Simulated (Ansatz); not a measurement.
All values below come from B3LYP-D3(BJ)/def2-TZVP (Ansatz, an electronic-structure program). No frequencies were computed at this level.

Ansatz 0.2 input:
```yaml
crystal:
  periodic: [false, false, false]
  atoms:
    - { symbol: Si, position_ang: [1.876796, -0.008187, 0.233101] }
    - { symbol: C, position_ang: [0.63413, 0.822896, -0.691242] }
    - { symbol: O, position_ang: [-0.72036, 0.617445, -0.650159] }
    - { symbol: Si, position_ang: [-1.6799, -0.387401, 0.1603] }
    - { symbol: H, position_ang: [3.260471, 0.376013, 0.02549] }
    - { symbol: H, position_ang: [1.643827, -1.063727, 1.203293] }
    - { symbol: H, position_ang: [0.881748, 1.605959, -1.398653] }
    - { symbol: H, position_ang: [-2.967675, 0.050016, -0.354565] }
    - { symbol: H, position_ang: [-1.548161, -0.218971, 1.614291] }
    - { symbol: H, position_ang: [-1.380875, -1.794042, -0.141857] }
basis:
  gaussian: { orbitals: def2-tzvp }
hamiltonian:
  xc: b3lyp
  dispersion: d3bj
relax:
  max_steps: 150
```

Output:

```
Functional definition: B3LYP
1117 factors; their error is unknown
mean field evaluation 1: about -18929.2932 eV, gradient 6.5e1 eV
mean field evaluation 2: about -18886.7327 eV, gradient 1.4e2 eV
mean field evaluation 4: about -18938.2803 eV, gradient 1.5e1 eV
mean field evaluation 8: about -18938.7161 eV, gradient 2.6e-1 eV
mean field evaluation 16: about -18938.7683 eV, gradient 1.0e-4 eV
mean field -18938.76828987 eV, -695.9868974944 hartree, gradient 8.7e-6 eV, S^2 0.000000; 0 other end points of the search recorded, 0 dependent functions left out
reference -18938.76857522 eV, -695.9869079810 hartree; 24, 24 occupied and 148, 148 virtual orbitals, 1117 factors
relax step   1: F+E_penalty+E_count = -18939.17563813 eV  Δ(F+E_penalty+E_count) = +0.000e0 eV  max|allowed force component| = 1.399e0 eV/Å  Δτ_max = 0.0000 Å  (28 SCF iters, accepted)
these checks for a lower state are left out or cut short: starts, cluster_reference, orbital_swaps, neighbouring_geometries, increment
1117 factors; their error is unknown
mean field -18938.85870757 eV, -695.9902202837 hartree, gradient 2.2e-5 eV, S^2 0.000000; 0 other end points of the search recorded, 0 dependent functions left out
reference -18938.85899408 eV, -695.9902308126 hartree; 24, 24 occupied and 148, 148 virtual orbitals, 1117 factors
relax step   2: F+E_penalty+E_count = -18939.26525061 eV  Δ(F+E_penalty+E_count) = -8.961e-2 eV  max|allowed force component| = 6.229e-1 eV/Å  Δτ_max = 0.0938 Å  (32 SCF iters, accepted)
these checks for a lower state are left out or cut short: starts, cluster_reference, orbital_swaps, neighbouring_geometries, increment
1117 factors; their error is unknown
mean field evaluation 32: about -18938.8793 eV, gradient 2.2e-5 eV
mean field -18938.87926985 eV, -695.9909759337 hartree, gradient 2.2e-5 eV, S^2 0.000000; 0 other end points of the search recorded, 0 dependent functions left out
reference -18938.87955624 eV, -695.9909864584 hartree; 24, 24 occupied and 148, 148 virtual orbitals, 1117 factors
relax step   3: F+E_penalty+E_count = -18939.28768118 eV  Δ(F+E_penalty+E_count) = -2.243e-2 eV  max|allowed force component| = 2.695e-1 eV/Å  Δτ_max = 0.0570 Å  (32 SCF iters, accepted)
these checks for a lower state are left out or cut short: starts, cluster_reference, orbital_swaps, neighbouring_geometries, increment
1117 factors; their error is unknown
mean field -18938.88381231 eV, -695.9911428660 hartree, gradient 2.2e-5 eV, S^2 0.000000; 0 other end points of the search recorded, 0 dependent functions left out
reference -18938.88409798 eV, -695.9911533639 hartree; 24, 24 occupied and 148, 148 virtual orbitals, 1117 factors
relax step   4: F+E_penalty+E_count = -18939.29429812 eV  Δ(F+E_penalty+E_count) = -6.617e-3 eV  max|allowed force component| = 1.965e-1 eV/Å  Δτ_max = 0.0247 Å  (31 SCF iters, accepted)
these checks for a lower state are left out or cut short: starts, cluster_reference, orbital_swaps, neighbouring_geometries, increment
1117 factors; their error is unknown
mean field -18938.88242148 eV, -695.9910917539 hartree, gradient 2.4e-5 eV, S^2 0.000000; 0 other end points of the search recorded, 0 dependent functions left out
reference -18938.88270464 eV, -695.9911021598 hartree; 24, 24 occupied and 148, 148 virtual orbitals, 1117 factors
relax step   5: F+E_penalty+E_count = -18939.30100017 eV  Δ(F+E_penalty+E_count) = -6.702e-3 eV  max|allowed force component| = 7.864e-2 eV/Å  Δτ_max = 0.1051 Å  (30 SCF iters, accepted)
these checks for a lower state are left out or cut short: starts, cluster_reference, orbital_swaps, neighbouring_geometries, increment
1117 factors; their error is unknown
mean field -18938.88509034 eV, -695.9911898326 hartree, gradient 2.2e-5 eV, S^2 0.000000; 0 other end points of the search recorded, 0 dependent functions left out
reference -18938.88537378 eV, -695.9912002487 hartree; 24, 24 occupied and 148, 148 virtual orbitals, 1117 factors
relax step   6: F+E_penalty+E_count = -18939.30243895 eV  Δ(F+E_penalty+E_count) = -1.439e-3 eV  max|allowed force component| = 5.620e-2 eV/Å  Δτ_max = 0.0273 Å  (32 SCF iters, accepted)
these checks for a lower state are left out or cut short: starts, cluster_reference, orbital_swaps, neighbouring_geometries, increment
1117 factors; their error is unknown
mean field -18938.88573830 eV, -695.9912136448 hartree, gradient 2.3e-5 eV, S^2 0.000000; 0 other end points of the search recorded, 0 dependent functions left out
reference -18938.88602192 eV, -695.9912240674 hartree; 24, 24 occupied and 148, 148 virtual orbitals, 1117 factors
relax step   7: F+E_penalty+E_count = -18939.30261047 eV  Δ(F+E_penalty+E_count) = -1.715e-4 eV  max|allowed force component| = 4.835e-3 eV/Å  Δτ_max = 0.0084 Å  (33 SCF iters, accepted)
1117 factors; their error is unknown
mean field evaluation 64: about -18887.2740 eV, gradient 1.4e2 eV
mean field -18938.88573830 eV, -695.9912136448 hartree, gradient 5.5e-5 eV, S^2 0.000000; 1 other end points of the search recorded, 0 dependent functions left out
reference -18938.88602192 eV, -695.9912240674 hartree; 24, 24 occupied and 148, 148 virtual orbitals, 1117 factors
Total energy: -18939.30289408 eV, -696.0065438369 hartree
Atom 0 at     1.814585    -0.026887     0.233395 Å, force     0.003609     0.001039    -0.001149 eV/Å
Atom 1 at     0.623213     0.823904    -0.689463 Å, force     0.004762     0.004836    -0.001412 eV/Å
Atom 2 at    -0.733828     0.706039    -0.731379 Å, force    -0.002013    -0.000208    -0.002685 eV/Å
Atom 3 at    -1.649315    -0.363977     0.147522 Å, force    -0.004233    -0.000976     0.001088 eV/Å
Atom 4 at     3.220273     0.349995     0.041988 Å, force    -0.000160    -0.001298    -0.000140 eV/Å
Atom 5 at     1.489607    -1.097223     1.188016 Å, force    -0.000134    -0.000308     0.000510 eV/Å
Atom 6 at     0.972678     1.597995    -1.368015 Å, force    -0.002548    -0.003029     0.003839 eV/Å
Atom 7 at    -3.047215    -0.106183    -0.240933 Å, force     0.000562    -0.000420    -0.000224 eV/Å
Atom 8 at    -1.442230    -0.130826     1.596161 Å, force     0.000126     0.000319    -0.000357 eV/Å
Atom 9 at    -1.247767    -1.752834    -0.177292 Å, force     0.000029     0.000045     0.000531 eV/Å
Dipole moment:     0.045125    -0.112175     0.108036 e Å
```

Cost: about 50 core-seconds (a rough figure).
